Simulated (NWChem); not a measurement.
Molecule: AlNH2Br2; SMILES [NH2][Al]([Br])[Br]

```xyz
6

Al     0.0000     0.0000     0.6644
Br    -1.9641     0.0000    -0.4526
Br     1.9641     0.0000    -0.4526
N      0.0000     0.0000     2.4322
H      0.8423     0.0000     3.0113
H     -0.8423     0.0000     3.0113
```
Atoms are numbered in this order, from 1.

Computed with NWChem. Pople sets run with spherical d functions. Coordinates come from a PBE-D3(BJ)/def2-SVP optimisation. Level PBE/6-31G*: energy and gradient on several grids; changes count from the extra-fine grid, which is no exact limit either.

Q: Which is the coarsest grid (fine; coarse; xcoarse; medium; xfine) from which on the energy stays within 500 μHa and each gradient component within 500 μHa/bohr of xfine?

A: coarse.
```
grid     size of the energy change (μHa)  largest change of a gradient component (μHa/bohr)
-------  -------------------------------  -------------------------------------------------
xcoarse                             2000                                               1000
coarse                              < 10                                                200
medium                              < 10                                                 40
fine                                < 10                                               < 30
xfine                               < 10                                               < 30
```
